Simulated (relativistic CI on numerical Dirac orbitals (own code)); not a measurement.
## Fe4+: L2,3 absorption edge

Computed with this model: Dirac-Coulomb-Breit CI, KLI orbitals optimised for each configuration, model QED, valence Slater integrals scaled by 0.9, multiplet model of core-to-valence dipole absorption; configurations [Ar] 3d4 → [He] 2s2 2p5 3s2 3p6 3d5; 300 K; Lorentzian 0.6 eV and Gaussian 0.3 eV FWHM. Energies are those of the free ion, without screening or charge transfer. The branching ratio is the share of the lower-energy edge in the whole absorption, uncertain by about 0.02 where the edges overlap. S is read from ⟨S²⟩ = S(S + 1).

Field parameters in Wybourne normalisation: D4h B²₀ = −7Ds, B⁴₀ = 21(Dq − Dt), B⁴₄ = 21√(5/14) Dq. The field is a parameter set, without covalency.

free ion: ground-state S = 2.00, centroid 719.86 eV, branching ratio 0.796. Peaks (eV, height): 711.0 (8), 711.7 (13), 715.4 (100), 717.6 (71), 719.0 (64), 723.0 (22), 728.5 (28), 731.0 (20), 732.5 (16).

D4h, 10Dq = 20100, Ds = -1500, Dt = 470 cm⁻¹: ground-state S = 2.00, centroid 720.84 eV, branching ratio 0.650. Peaks (eV, height): 713.9 (40), 716.3 (100), 720.2 (26), 724.6 (21), 726.1 (31), 726.9 (36), 729.6 (28), 730.4 (38).

D4h, 10Dq = 20100, Ds = -860, Dt = 470 cm⁻¹: ground-state S = 2.00, centroid 720.81 eV, branching ratio 0.648. Peaks (eV, height): 713.9 (43), 715.0 (44), 716.3 (100), 718.1 (63), 720.1 (30), 724.4 (24), 725.9 (34), 726.9 (34), 729.3 (29), 730.3 (40).

D4h, 10Dq = 20100, Ds = -210, Dt = 470 cm⁻¹: ground-state S = 2.00, centroid 720.83 eV, branching ratio 0.647. Peaks (eV, height): 714.0 (45), 714.9 (44), 716.3 (100), 718.2 (65), 722.6 (8), 724.4 (24), 726.0 (41), 729.3 (31), 730.4 (40).

D4h, 10Dq = 20100, Ds = 430, Dt = 470 cm⁻¹: ground-state S = 2.00, centroid 720.87 eV, branching ratio 0.645. Peaks (eV, height): 714.1 (44), 715.1 (43), 716.3 (100), 720.1 (28), 724.6 (23), 726.2 (38), 729.4 (30), 730.5 (39).

D4h, 10Dq = 20100, Ds = 1070, Dt = 470 cm⁻¹: ground-state S = 2.00, centroid 720.90 eV, branching ratio 0.646. Peaks (eV, height): 714.1 (42), 716.4 (100), 720.4 (25), 724.8 (21), 726.4 (37), 729.6 (30), 730.6 (38).

The statistical ratio of this edge is 2/3 = 0.667. Values above it arise where the holes sit mainly in the j = l + 1/2 valence subshell or the ground state has high spin; values below it where core-valence Coulomb terms move weight to the upper edge, as in nearly empty shells.

Strongest unbroadened transitions for D4h, 10Dq = 20100, Ds = -1500, Dt = 470 cm⁻¹:

```tsv
Energy (eV)	Relative strength
713.75	25.9
714.14	32.5
716.11	64.3
716.14	26.2
716.21	27.7
716.23	100.0
716.33	25.9
716.37	30.8
716.40	61.4
716.47	30.6
716.48	48.0
717.15	27.0
718.26	53.3
726.08	47.1
726.77	31.7
730.19	28.3
730.48	54.5
730.87	27.0
```
